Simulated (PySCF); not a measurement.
From HF to CCSD(T): MK along the fifth-period p block

HF and CCSD(T) in PySCF with def2-SVP on every atom (core potentials on Sn, Sb, Te, I), for the lowest determinant that a PBE0 search found; no spin–orbit coupling.

```tsv
molecule	state (unpaired electrons)	HF Re (Å)	HF ωe (cm⁻¹)	HF De (eV)	CCSD(T) Re (Å)	CCSD(T) ωe (cm⁻¹)	CCSD(T) De (eV)
KSn	quartet (σ ↑, π ↑↑)	3.375	133	0.98	3.338	134	1.23
KSb	triplet (π ↑↑)	3.447	129	0.23	?	?	?
KTe	doublet (π ↑)	3.262	162	1.34	3.243	161	1.85
KI	singlet (closed shell)	3.149	176	2.63	3.125	178	3.12
```

Estimate the CCSD(T) values of KSb by adding the mean shift from HF to CCSD(T) of the other rows, and compare with the calculation.

The mean shifts are -2.7 pm, +1 cm⁻¹ and +0.42 eV, which give 3.420 Å, 130 cm⁻¹ and 0.65 eV. CCSD(T)/def2-SVP gives Re = 3.430 Å, ωe = 132 cm⁻¹, De = 0.72 eV.

What are the mean differences of HF from CCSD(T) over the whole series?

Re +2.4 pm, ωe -1 cm⁻¹, De -0.44 eV.

In a basis of this size CCSD(T) is itself not converged; it tends to give bonds that are too long and too weak.

Correlated steps freeze 9 core orbitals. Correlated levels converge slowly with the basis: in double zeta they bind strong bonds too weakly, by up to about 1 eV, and carry superposition errors of some tenths. These are scalar-relativistic numbers at best; spin–orbit coupling would shift them, the dissociation energy most. Where the molecule has an RHF reference, its open-shell atoms are computed with UHF. States were picked by a PBE0 search and need not be the measured ground states.
